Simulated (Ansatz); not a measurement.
Input file for Ansatz (a first-principles code): FCI/cc-pVDZ on GeH, 2S+1 = 2, a point of a bond scan (R = 1.285 Å). The run froze 14 orbitals, filled d shells among them.

Ansatz 0.2 input:
```yaml
crystal:
  periodic: [false, false, false]
  atoms:
    - {symbol: Ge, position_ang: [-0.00000000, -0.00000000, -0.04867720]}
    - {symbol: H, position_ang: [0.00000000, 0.00000000, 1.23640085]}
basis:
  gaussian:
    orbitals: cc-pVDZ
magnetization: {spin_polarized: false, initial_magnetization: 1}
correlation: {method: fci, electrons: outside_noble_gas}
```

Output:

```
WARN ansatz: RAYON_NUM_THREADS=2 ignored (pool sized by the plan → 2); use --threads N
Functional definition: HF
integrals: 0.01 GiB planned
596 factors; integrals over basis functions are off by at most 9.8e-8 eV
mean field: 0.09 GiB planned
mean field evaluation 1: about -56485.6975 eV, gradient 6.0e0 eV
mean field evaluation 2: about -56485.6987 eV, gradient 6.0e0 eV
mean field evaluation 4: about -56485.9184 eV, gradient 3.6e-1 eV
mean field evaluation 8: about -56485.9195 eV, gradient 2.8e-6 eV
mean field evaluation 16: about -56485.9198 eV, gradient 9.9e-2 eV
mean field -56485.91946784 eV, -2075.8192529118 hartree, gradient 3.1e-6 eV, S^2 0.750000; 2 other end points of the search recorded, 0 dependent functions left out
mean field evaluation 32: about -56485.9836 eV, gradient 4.7e-1 eV
14 core orbitals not correlated
reference -56485.91946784 eV, -2075.8192529118 hartree; 3, 2 occupied and 15, 16 virtual orbitals, 596 factors
configuration interaction: 0.05 GiB planned
state -56488.24766689 eV, -2075.9048126486 hartree
Total energy: -56488.24766689 eV, -2075.9048126486 hartree
```

The run converged.

Cost: around 0.8 core-seconds (rough).
